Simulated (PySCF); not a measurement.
ClH4MoN3, SMILES [Cl][Mo](=[NH])(=[NH])[NH2], multiplicity 1. Coordinates come from a PBE-D3(BJ)/def2-SVP optimisation. The multiplicity is an assumed one; other spin states were not compared. The def2 effective core potentials stand for the cores of Mo; spin–orbit coupling is left out. One conformer was computed; it need not be the lowest.

Give the equilibrium geometry at PBE-D3(BJ)/def2-SVP (PySCF confirms it by a frequency run) as Cartesian coordinates in Å, and its point group. (The exact figures need the calculation; the answer reports its results.)

This is not unique; one that fits is point group Cs.
```xyz
9

Mo    -0.0631     0.2568     0.0000
N     -0.9068     0.7330    -1.4490
H     -1.6916     1.1099    -1.9936
N     -0.9068     0.7330     1.4490
H     -1.6916     1.1099     1.9936
Cl     0.1876    -2.0505     0.0000
N      1.6321     1.2007     0.0000
H      2.0586     1.5941     0.8445
H      2.0586     1.5941    -0.8445
```
